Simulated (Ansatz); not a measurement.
Bond stretch in GeNa (anion, charge -1), lowest singlet found (which spin is the ground state isn't settled by this scan).

Computed with: RKS-PBE = restricted PBE/aug-cc-pVDZ run with Ansatz (a program for electronic structure); RKS-PBE0 = Ansatz with restricted PBE0/aug-cc-pVDZ; FCI = Ansatz with full CI/aug-cc-pVDZ, cores with 3d frozen.

Energies relative to the lowest point of each curve between 2.40 and 3.62 Å, where full CI is lowest, in eV; the last columns give the error against full CI:

| R / Å | RKS-PBE | RKS-PBE0 | FCI | RKS-PBE − FCI | RKS-PBE0 − FCI |
|---|---|---|---|---|---|
| 2.06 | 1.810 | 1.809 | 2.108 | -0.297 | -0.298 |
| 2.21 | 1.001 | 0.996 | 1.227 | -0.226 | -0.231 |
| 2.40 | 0.407 | 0.399 | 0.557 | -0.150 | -0.158 |
| 2.47 | 0.273 | 0.265 | 0.399 | -0.126 | -0.134 |
| 2.58 | 0.128 | 0.121 | 0.219 | -0.090 | -0.098 |
| 2.73 | 0.027 | 0.022 | 0.075 | -0.048 | -0.053 |
| 2.78 | 0.011 | 0.008 | 0.046 | -0.035 | -0.038 |
| 2.89 | 0.000 | 0.000 | 0.009 | -0.009 | -0.009 |
| 2.96 | 0.007 | 0.009 | 0.000 | 0.007 | 0.009 |
| 3.08 | 0.036 | 0.043 | 0.005 | 0.031 | 0.037 |
| 3.25 | 0.104 | 0.117 | 0.044 | 0.061 | 0.073 |
| 3.41 | 0.185 | 0.202 | 0.100 | 0.085 | 0.102 |
| 3.62 | 0.300 | 0.323 | 0.190 | 0.111 | 0.134 |
| 3.87 | 0.437 | 0.466 | 0.303 | 0.134 | 0.163 |
| 4.14 | 0.573 | 0.608 | 0.421 | 0.152 | 0.187 |
| 4.56 | 0.750 | 0.794 | 0.584 | 0.166 | 0.210 |
| 5.11 | 0.918 | 0.976 | 0.750 | 0.168 | 0.226 |
| 5.60 | 1.017 | 1.090 | 0.857 | 0.159 | 0.233 |

RKS-PBE is furthest from FCI at 2.06 (-0.297 eV, below); its mean absolute error over the points is 0.114 eV.

RKS-PBE0 is furthest from FCI at 2.06 (-0.298 eV, below); its mean absolute error over the points is 0.133 eV.

The scan ran from 2.06 to 9.73 Å; beyond the distances shown full CI changes its symmetry label. The restricted form behind RKS-PBE, RKS-PBE0 keeps the bonding electrons paired and can't separate into open-shell fragments. Where the anion isn't bound against loss of the electron, the finite basis alone holds it. Also computed but left out beside FCI, since their determinant holds another spin at the minimum (<S²> over 0.7 above the pure value): UHF, UMP2, UCCSD, UCCSD(T), UCCSDT, UCCSDT(Q), UKS-PBE0, UKS-PBE, UKS-B3LYP/6-31G*, UKS-M06-2X/6-31G*, UKS-BP86/6-31G*, UKS-LDA (SVWN5)/6-31G*.
